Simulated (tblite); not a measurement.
Species: C2H12N2OSi3.
Structure used (GFN2-xTB), in Å, numbered top down from 1:
```xyz
20
C2H12N2OSi3 angstrom
O     -2.9755    0.7673    1.6706
Si    -2.2008    0.8715    0.2439
C     -2.2115   -0.7062   -0.8276
N     -0.8434   -1.1763   -0.9452
Si     0.4174   -0.0520   -0.6552
C      1.8796   -0.8600    0.2310
Si     3.1119    0.3881    0.9317
N     -0.4915    0.9972    0.3835
H     -2.7168    0.1126    2.3154
H     -2.8780    2.0083   -0.3646
H     -2.6333   -0.4895   -1.8158
H     -2.8293   -1.5003   -0.3947
H     -0.7337   -1.9418   -1.5910
H      0.8807    0.7052   -1.8373
H      2.3919   -1.5069   -0.4784
H      1.5220   -1.5054    1.0314
H      4.1956   -0.3187    1.6266
H      2.4620    1.2844    1.8930
H      3.6936    1.1896   -0.1482
H     -0.0459    1.7437    0.8836
```

Calculated harmonic vibrations of the isolated species, GFN2-xTB (tblite), most abundant isotopes, no scaling. The method is semi-empirical: single wavenumbers can be off by several per cent or more. Modes of hydrogen on silicon can be 10 to 20 % off. One conformer, not necessarily the lowest.

Harmonic wavenumbers (cm⁻¹): 29.1, 50.8, 85.1, 101.7, 123.4, 181.6, 188.3, 233.4, 238.8, 288.9, 353.1, 365.3, 418.7, 488.7, 499.7, 524.3, 587.9, 627.4, 660.1, 668.8, 689.4, 713.4, 745.8, 784.1, 785.8, 797.8, 801.1, 811.7, 816.0, 846.0, 862.1, 903.3, 939.3, 1013.2, 1125.9, 1132.7, 1140.3, 1174.6, 1195.5, 1360.9, 1457.0, 1501.4, 2121.1, 2216.5, 2233.6, 2245.9, 2313.3, 2877.5, 2919.9, 2989.0, 2999.2, 3451.5, 3529.9, 3652.2.

A = 2279, B = 641.8, C = 547.9 MHz; mass 164.026 u (most abundant isotopes); point group C1, symmetry number 1.

Zero-point energy?

Half the sum of the wavenumbers: 30931 cm⁻¹ = 370.02 kJ/mol.

Entropy at 350 K, 1 bar (ideal gas, RRHO, classical rotation)?

Translation 175.79, rotation 129.08, vibration 198.56: S = 503.4 J/(mol K).

And Cp and H(350 K) − H(0)?

Cp = 230.53 J/(mol K), of which vibrations give 197.27 (their classical limit is 54 R = 449.0); H(350 K) − H(0) = 47.27 kJ/mol without the zero-point energy, 35.63 from vibrations.

Which modes carry the vibrational entropy at 350 K?

29.1 cm⁻¹: 25.97; 50.8 cm⁻¹: 21.35; 85.1 cm⁻¹: 17.09; 101.7 cm⁻¹: 15.63; 123.4 cm⁻¹: 14.05; 181.6 cm⁻¹: 10.94 J/(mol K); the other 48 give 93.54 together.

How do the functions run with temperature in this model?

```csv
T (K),S (J/(mol K)),Cp (J/(mol K)),H − H(0) (kJ/mol),G − H(0) (kJ/mol),ln q(vib)
100,316.1,93.6,6.31,-25.30,2.77
200,398.0,150.1,18.45,-61.16,6.35
300,469.8,206.3,36.33,-104.60,9.88
500,595.7,286.5,86.33,-211.53,16.79
800,746.4,353.3,183.30,-413.84,26.24
1000,828.5,381.4,256.92,-571.53,31.87
```

q(vib) and H(0) count from the zero-point level.

Hindered rotation and anharmonicity are outside this model. Other conformers, if any are populated, would add a mixing term that is left out. The structure is chiral; the term R ln 2 for an equal mix with its mirror image is left out.
